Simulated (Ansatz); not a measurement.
C$_{4}$H$_{6}$F$_{2}$Si, SMILES `C=C[Si](F)(F)C=C`. Charge 0, multiplicity 1.

Cartesian coordinates in Å:
```
C 2.199 -1.165 0.886
C 0.876 -1.062 0.776
Si 0.030 0.537 0.434
F 1.140 1.679 0.450
F -0.998 0.865 1.605
C -0.902 0.596 -1.152
C -2.221 0.770 -1.205
H 2.846 -0.298 0.796
H 2.691 -2.115 1.072
H 0.274 -1.964 0.872
H -0.358 0.462 -2.086
H -2.812 0.906 -0.304
H -2.764 0.788 -2.145
```

(1) List the harmonic frequencies (cm⁻¹, unscaled) at PBE0-D4/def2-TZVP in Ansatz. (Estimate.)

(2) Is this a minimum?

(3) Give the ideal-gas thermochemistry at 298.15 K and 1 bar (rigid rotor, harmonic oscillator; point group C2, symmetry number 2).

(4) Rotational constants (cm⁻¹)?

Results:

(1) Computed: 67, 76, 165, 166, 177, 285, 313, 321, 459, 519, 561, 652, 772, 888, 934, 1017, 1021, 1022, 1027, 1047, 1049, 1295, 1298, 1446, 1447, 1672, 1674, 3136, 3136, 3149, 3150, 3223, 3224.

(2) Yes, all 33 modes are real.

(3) Zero-point energy 241.6 kJ/mol; H(298) − E = 266.9 kJ/mol; entropy 377.4 J/(mol·K), of which translation 168.6, rotation 112.3, vibration 96.5; G(298) − E = 154.4 kJ/mol. Modes under 100 cm⁻¹ are hindered rotations or soft bends, so the harmonic entropy is rough.

(4) 0.11, 0.0502, 0.0473.
